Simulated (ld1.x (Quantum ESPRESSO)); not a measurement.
# An all-electron radial function and its pseudo partner (lanthanum (La))

Columns: radius, all-electron u(r) and pseudo u(r) of the 5d shell (level -5.84 eV) of lanthanum in the configuration [Kr] 4d10 4f0 5s2 5p6 5d1 6s1.5 6p0; LDA (PZ), scalar-relativistic, TM scheme, ld1.x (Quantum ESPRESSO) 7.5.

```tsv
r (bohr)	all-electron	pseudo
0.182	0.1779	0.0019
0.365	-0.1075	0.0145
0.548	-0.2822	0.0464
0.730	-0.2168	0.1012
0.912	-0.0405	0.1776
1.095	0.1530	0.2698
1.277	0.3195	0.3670
1.460	0.4478	0.4592
1.642	0.5372	0.5362
1.825	0.5939	0.5928
2.007	0.6241	0.6268
2.190	0.6345	0.6402
2.372	0.6303	0.6366
2.555	0.6157	0.6209
2.738	0.5939	0.5973
2.920	0.5677	0.5694
3.102	0.5388	0.5394
3.285	0.5082	0.5083
3.468	0.4770	0.4770
3.650	0.4462	0.4462
3.832	0.4159	0.4159
4.015	0.3864	0.3864
4.198	0.3580	0.3580
4.380	0.3310	0.3310
4.562	0.3054	0.3054
4.745	0.2811	0.2811
```

(1) How many radial nodes do the two functions have?

(2) At about which radius was the pseudo-wave matched?

(3) Where does each function peak?

(4) Is the pseudo-wave norm-conserving?

## Answers

(1) The all-electron 5d function has n − l − 1 = 2; the pseudo-wave has 0, since the states of the same l below it are removed with the core.

(2) 3.65 bohr. The columns agree to 0.0005 from 3.29 bohr on; several derivatives are matched, so the curves merge somewhat inside the radius.

(3) Outermost all-electron maximum near 2.19 bohr, pseudo maximum near 2.19 bohr (to the table’s step).

(4) Yes: the TM scheme keeps the norm inside the radius equal to the all-electron one, which fixes the energy derivative of the logarithmic derivative at the level.
